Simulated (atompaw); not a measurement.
**What one change does to a pseudopotential (O (Z = 8), PAW (atompaw))**

- Element: O
- Generator: atompaw 4.2.0.5
- Type: PAW
- Functional: LDA (PW92)
- Relativity: scalar-relativistic
- Frozen core: [He]
- Valence charge: 6
- Reference configuration: 2s2 2p4
- Partial waves: 2s (bound); 2s channel at -0.95 Ry; 2p (bound); 2p channel at 1.5 Ry
- Local potential: troulliermartins scheme with l = 2 at 0 Ry, radius 1.35 bohr
- Core correction: smooth core density matched at 1.30 bohr
- Augmentation charge: sinc compensation charge, radius 1.20 bohr; PAW radius 1.60 bohr; waves and projectors: bloechl

Change: all radii scaled by about 0.88 (s 0.88, p 1.40 bohr); local potential troulliermartins scheme with l = 2 at 0 Ry, radius 1.18 bohr; augmentation sinc compensation charge, radius 1.06 bohr; PAW radius 1.40 bohr; waves and projectors: bloechl; core correction smooth core density matched at 1.14 bohr.

Cutoffs: the cutoffs (Ry, on a coarse ladder) from which the occupation-weighted sum of valence levels, in a spherical-Bessel basis at the reference potential, stays within 10 and 1 mRy of its value at 400 Ry; they do not see the model core or the augmentation charge, which bear on the density cutoff.

Q: What does the change do?

A: The potential gets harder (50 Ry and 70 Ry → 70 Ry and 80 Ry); neither file shows a bound ghost. A smaller radius makes the pseudo-wave follow the all-electron one further in, where it bends more sharply, so more plane waves are needed.

```tsv
quantity	base	changed
cutoff, loose	50 Ry	70 Ry
cutoff, tight	70 Ry	80 Ry
loose cutoff by channel (10 mRy a level)	s 21 Ry, p 40 Ry	s 25 Ry, p 50 Ry
bound ghosts	none	none
lowest overlap eigenvalue by channel	s 0.01, p 1.00	s 0.00, p 1.00
```

 The cutoffs see the waves, projectors and local potential, not the compensation charge or the core.
